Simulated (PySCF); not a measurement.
## [HgOCl]− at several levels of theory

Computed with PySCF 2.14.0 (density fitting, no spin-orbit coupling) at the geometry relaxed with PBE0:

```xyz
3
[HgOCl]− (singlet)
Hg    0.1522    0.0000    0.3282
O     2.0318    0.0000    0.1655
Cl   -2.2588    0.0000    0.5489
```

```tsv
level	basis	state	HOMO (eV)	gap (eV)	charge on Hg1 (e)	dipole about the centre of mass (D)	largest force component (eV/Å)
PBE0	Hg def2-SVP with ECP60, O def2-SVP, Cl def2-SVP	singlet	-0.78	5.16	0.18	1.68	0.01
PBE	the same	singlet	0.60	2.86	0.04	1.42	0.47
PBE0	Hg def2-TZVP with ECP60, O def2-TZVP, Cl def2-TZVP	singlet	-1.26	5.09	0.44	2.00	0.44
```

Charges are Mulliken's, which hang on the basis. The relaxation used the grid (50, 194), these runs (75, 302) or, all-electron (x2c bases, spin-free X2C Hamiltonian), (99, 590).

(1) What does BP86 with Hg def2-SVP with ECP60, O def2-SVP, Cl def2-SVP give here?

The highest filled level of some runs lies above zero, as often for anions with such functionals and bases.

Results:

(1) state singlet, HOMO (eV) 0.46, gap (eV) 2.87, charge on Hg1 (e) 0.04, dipole about the centre of mass (D) 1.43, largest force component (eV/Å) 0.53. Time: 1.3 s on 2 threads of Arm Neoverse V2, on a shared host, from an already converged density.
